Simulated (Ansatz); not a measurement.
C3H9NSi can be A, `C=NC[SiH2]C`, or B, `C/C(N)=C\[SiH3]`.

Gas-phase electronic energies from Ansatz, PBE0-D4/def2-TZVP geometries. CBS: MP2 limit from def2 TZ/QZ plus the TZ coupled-cluster correction, frozen cores. Functionals use def2-TZVPP. B3LYP here is the variant with VWN-RPA as its local correlation; programs differ in this. Each species was taken in one conformer, which may not be the lowest.

Question: Which is lower in electronic energy at CCSD(T)/CBS, and by how much? (Best estimate.)

Answer: Ansatz gave: B, by 16.2 kJ/mol.

Question: Give E(B) − E(A) in kJ/mol with HF/def2-TZVPP, LDA (SPW92), r2SCAN-D4, B2PLYP, CCSD(T)/def2-SVP, B3LYP, ωB97M-V. (Best estimate.)

Answer: The calculation gave: HF/def2-TZVPP -16.0, LDA (SPW92) -39.2, r2SCAN-D4 -23.6, B2PLYP -15.8, CCSD(T)/def2-SVP -13.4, B3LYP -16.2, ωB97M-V -17.7. None reverses the order clearly.

Question: Does the order hold for the free energy at 298.15 K (harmonic terms from PBE0-D4)? (Estimate.)

Answer: Ansatz gave: Yes: G(B) − G(A) = -19.4 kJ/mol, for one conformer each. Modes under 60 cm⁻¹, often nearly free rotors, make the harmonic entropy too high.

Largest T1 diagnostic: 0.012.

Leaving LDA and LC-ωPBE aside and taking each functional with its dispersion term where it has one, the values, not all of them listed here, spread over 11.4 kJ/mol, from r2SCAN0-D4 to BLYP-D4. LDA lies −19.5 kJ/mol from PBE without D4. From BLYP to BHLYP (50 % exact exchange), in def2-TZVPP and without D4, E(B) − E(A) moves by −8.3 kJ/mol.
